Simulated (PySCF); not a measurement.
# Spinor energies of Nb (niobium, neutral)

Start: [Kr] 4d3 5s2; 4d5/2 filled at m_j = +1/2, +3/2, +5/2. Calculated with PySCF 2.14 in x2c-TZVPall-2c (8s9p7d1f, 77 functions): generalised Hartree-Fock with the X2C-1e Hamiltonian and a Gaussian nucleus; one run each with spin-orbit coupling (SO) switched off, then screened by Boettger's factors. This is a chosen level, not necessarily the ground level.

```
spinor shell  electrons  ε, spin-free (eV)  ε, screened SO (eV)  weight of nominal j (screened SO)  rms radius, screened SO (bohr)
       1s1/2          2           -19090.2             -19089.3                              1.000                          0.0415
       2s1/2          2            -2746.5              -2746.2                              1.000                           0.171
       2p1/2          2            -2446.3              -2512.3                              1.000                           0.149
       2p3/2          4            -2446.3              -2415.3                              1.000                           0.154
       3s1/2          2            -492.52              -492.49                              1.000                           0.471
       3p1/2          2            -391.58              -402.75                              1.000                           0.471
       3p3/2          4            -391.58              -386.36                              1.000                           0.482
       3d3/2          4            -226.59              -228.32                              0.986                           0.472
       3d5/2          6            -226.59              -225.44                              0.990                           0.475
       4s1/2          2            -75.412              -75.424                              1.000                            1.24
       4p3/2          4            -45.865              -44.836                              0.872                            1.40
       4p1/2          2            -45.865              -48.075                              0.744                            1.39
       4d5/2          3            -10.522              -10.490                              0.775                            2.13
       5s1/2          2             -6.142               -6.147                              0.997                            4.10
```

| quantity | spin-free | screened SO |
| --- | --- | --- |
| E (hartree) | -3816.99866 | -3817.40226 |
| M_J | 9/2 | 9/2 |
| ⟨J²⟩ | 24.801 | 24.805 |
| ⟨L²⟩ | 12.029 | 12.052 |
| ⟨S²⟩ | 3.771 | 3.782 |

Each row is a mean over spinors that exchange with the open shell spreads, by up to 6.332 eV (4p3/2).

Rows whose weight is well below 1 are mixtures of j = l ± 1/2: exchange outweighs spin-orbit coupling there, and the label is only the starting occupation.

⟨J²⟩ departs a little from M_J(M_J + 1) because the unrestricted spinors polarise the closed shells.

Breit and QED terms are absent; they matter most for the inner s and p1/2 levels.

Densities and radii are taken from the X2C orbitals without a picture-change correction, which distorts them close to the nucleus.

Without spin-orbit coupling the j labels of p, d and f shells carry no meaning; the spin-free column gives the mean over the occupied spinors of each nl shell.
